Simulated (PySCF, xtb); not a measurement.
Ga(H)(SeH)2 (GaH3Se2), SMILES [SeH][GaH][SeH].

GFN2-xTB run with xtb 6.7.1 at its own geometry gives an orbital gap of 3.54 eV and a dipole moment of 0.17 D.

Geometry: B3LYP-D3(BJ)/def2-SVP. The structure was generated by enumeration; whether it is a known compound was not checked. One conformer was computed; it need not be the lowest.

What does PySCF with PBE/def2-TZVPD give? (The exact figures need the calculation; the answer reports its results.)

gap 3.98 eV (levels -6.09 and -2.11 eV), dipole 0.32 D.
